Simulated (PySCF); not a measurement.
Choosing a molecule for a target property.

Each SMILES stands for a single optimised conformer of the isolated species, non-relativistic unless stated; the electronic structure was computed with PySCF and density fitting.

The conformers computed, where there is a choice (atom-mapped SMILES and torsion angles):
- `[CH3:1][C@H:2]([OH:3])[C:4](=[O:5])[O:6][CH:7]1[CH2:8][CH2:9][CH2:10]1`: C1–C2–C4–O5 108°, C2–C4–O6–C7 178°, C4–O6–C7–C8 128°, H–O3–C2–C1 -101°
- `[CH2:1]=[CH:2][c:3]1[n:4][c:5]([S:6][SiH3:7])[n:8][nH:9]1`: C1–C2–C3–N4 0°, N4–C5–S6–Si7 0°
- `[CH2:1]=[CH:2][c:3]1[cH:4][cH:5][cH:6][cH:7][c:8]1[CH3:9]`: C1–C2–C3–C4 34°
- `[CH2:1]=[C:2]([CH3:3])/[CH:4]=[CH:5]/[C:6]1=[CH:7][C:8]1=[CH2:9]`: C1–C2–C4–C5 180°, C4–C5–C6–C7 180°
- `[CH3:1]/[N:2]=[CH:3]\[C:4]1=[CH:5][C@@H:6]2[CH:7]=[CH:8][C@H:9]12`: N2–C3–C4–C5 -4°
- `[CH2:1]=[N:2][c:3]1[cH:4][cH:5][cH:6][c:7]([CH3:8])[cH:9]1`: C1–N2–C3–C4 -47°

Question: Wanted: HOMO–LUMO gap below 4 eV (PBE0/pcSseg-1) and dipole moment above 1 D (PBE0/pcSseg-1), at GFN2-xTB geometries. Which candidate meets both?
A. `C=Nc1cccc(C)c1`
B. `C/N=C\C1=C[C@@H]2C=C[C@H]12`
C. `c1(S[SiH3])n[nH]c(n1)C=C`
D. `C=C(C)/C=C/C1=CC1=C`
E. `C[C@H](O)C(=O)OC1CCC1`
F. `C=Cc1ccccc1C`

Answer: D. Computed values:
```
                    species  HOMO–LUMO gap  dipole moment
        C=C(C)/C=C/C1=CC1=C        3.73 eV         2.56 D
   c1(S[SiH3])n[nH]c(n1)C=C        5.01 eV         4.84 D
C/N=C\C1=C[C@@H]2C=C[C@H]12        5.34 eV         2.32 D
             C=Nc1cccc(C)c1        5.48 eV         1.22 D
               C=Cc1ccccc1C        5.75 eV         0.41 D
      C[C@H](O)C(=O)OC1CCC1        7.92 eV         3.29 D
```
